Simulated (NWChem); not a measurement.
Molecule: CH₄BFO; SMILES COBF

```xyz
8

B     -0.6473    -0.7469     0.0000
H     -1.7019    -1.3452     0.0000
F      0.5091    -1.4312     0.0000
O     -0.6612     0.6031     0.0000
C      0.5240     1.3938     0.0000
H      1.4423     0.7722     0.0000
H      0.5229     2.0432    -0.8989
H      0.5229     2.0432     0.8989
```
Atoms are numbered in this order, from 1.

Program: NWChem. Pople sets run with spherical d functions. The geometry was optimised at PBE-D3(BJ)/def2-SVP. B3LYP is NWChem's, with the RPA form of VWN correlation. Vzz is the largest principal value of the second derivative of the potential at the nucleus (NWChem prints the opposite sign); η is the asymmetry. Non-relativistic.

For level B3LYP/6-31G*:

```
Item           Value
-------------  -----
Vzz B1 (a.u.)  0.308
Vzz O4 (a.u.)  1.404
```

### Question
Estimate the same quantities for level B3LYP/def2-TZVP.

### Answer
The vzz B1 (a.u.) is 0.352 and the vzz O4 (a.u.) is 1.455.
